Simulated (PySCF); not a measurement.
Input file for PySCF: D3(BJ) and D4 dispersion corrections on B3H5N3 (SMILES [B]1NBNBN1).

```python
from pyscf import gto
from pyscf.dispersion import dftd3, dftd4

mol = gto.M(
    atom='''
    B     1.66071888   -0.00000000    0.00000000
    N     0.94719248    1.22580073   -0.00000000
    B    -0.48467084    1.25705963    0.00000000
    N    -1.16079853    0.00000000    0.00000000
    B    -0.48467084   -1.25705963    0.00000000
    N     0.94719248   -1.22580073   -0.00000000
    H     1.45301160    2.09616666   -0.00000000
    H    -1.08188394    2.28851683    0.00000000
    H    -2.16771895    0.00000000   -0.00000000
    H    -1.08188394   -2.28851683   -0.00000000
    H     1.45301160   -2.09616666    0.00000000
    ''',
    basis='def2-svp',
    charge=0, spin=1, verbose=0, max_memory=1800)
d3, d4 = {}, {}
for xc in ['hf', 'pbe', 'blyp', 'revpbe', 'tpss', 'r2scan', 'b3lyp', 'pbe0', 'bhlyp', 'camb3lyp', 'b2plyp']:
    d3[xc] = float(dftd3.DFTD3Dispersion(mol, xc=xc, version='d3bj', atm=False).get_dispersion()['energy'])
    print(f'D3(BJ) {xc:10s} {d3[xc]:14.8f} Eh')
for xc in ['hf', 'pbe', 'blyp', 'revpbe', 'tpss', 'r2scan', 'b3lyp', 'pbe0', 'bhlyp', 'camb3lyp', 'b2plyp']:
    d4[xc] = float(dftd4.DFTD4Dispersion(mol, xc={'camb3lyp': 'cam-b3lyp'}.get(xc, xc), atm=True).get_dispersion()['energy'])
    print(f'D4     {xc:10s} {d4[xc]:14.8f} Eh')
```

It printed:

```
D3(BJ) hf            -0.07659731 Eh
D3(BJ) pbe           -0.00930350 Eh
D3(BJ) blyp          -0.01995756 Eh
D3(BJ) revpbe        -0.02381009 Eh
D3(BJ) tpss          -0.01171254 Eh
D3(BJ) r2scan        -0.00255380 Eh
D3(BJ) b3lyp         -0.01628881 Eh
D3(BJ) pbe0          -0.00801272 Eh
D3(BJ) bhlyp         -0.01274347 Eh
D3(BJ) camb3lyp      -0.00719454 Eh
D3(BJ) b2plyp        -0.00752782 Eh
D4     hf            -0.03626565 Eh
D4     pbe           -0.00949865 Eh
D4     blyp          -0.02149887 Eh
D4     revpbe        -0.03186994 Eh
D4     tpss          -0.01288736 Eh
D4     r2scan        -0.00227783 Eh
D4     b3lyp         -0.01535423 Eh
D4     pbe0          -0.00791791 Eh
D4     bhlyp         -0.01102422 Eh
D4     camb3lyp      -0.00793330 Eh
D4     b2plyp        -0.00660249 Eh
```

The run finished.

Cost: around 0.010 core-seconds (rough).
